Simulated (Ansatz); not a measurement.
AlGeH6NSi (`[SiH3][Al]1[NH][GeH2]1`). The species carries charge 0 and has multiplicity 1.

```xyz
10

Si    1.518    1.824    0.767
Al   -0.053    0.082    0.072
N    -0.138   -1.345   -0.939
Ge   -1.924   -1.329   -0.255
H     2.748    1.811   -0.071
H     0.881    3.165    0.657
H     1.911    1.613    2.188
H     0.287   -1.998   -1.576
H    -2.977   -1.209   -1.382
H    -2.254   -2.614    0.541
```

(1) What are the harmonic wavenumbers in cm⁻¹ at PBE0-D4/def2-TZVP (Ansatz, finite differences of forces, unscaled)? (Estimate.)

(2) Is this a minimum?

(3) Give the ideal-gas thermochemistry at 298.15 K and 1 bar (rigid rotor, harmonic oscillator; point group C1, symmetry number 1).

Results:

(1) Ansatz gave: 27, 93, 97, 244, 374, 431, 437, 446, 540, 557, 592, 641, 840, 862, 883, 933, 935, 942, 2088, 2089, 2207, 2220, 2222, 3636.

(2) Yes, all 24 modes are real.

(3) Zero-point energy 145.6 kJ/mol; H(298) − E = 168.7 kJ/mol; entropy 377.1 J/(mol·K), of which translation 171.2, rotation 116.9, vibration 89.0; G(298) − E = 56.3 kJ/mol. Modes under 100 cm⁻¹ are hindered rotations or soft bends, so the harmonic entropy is rough.
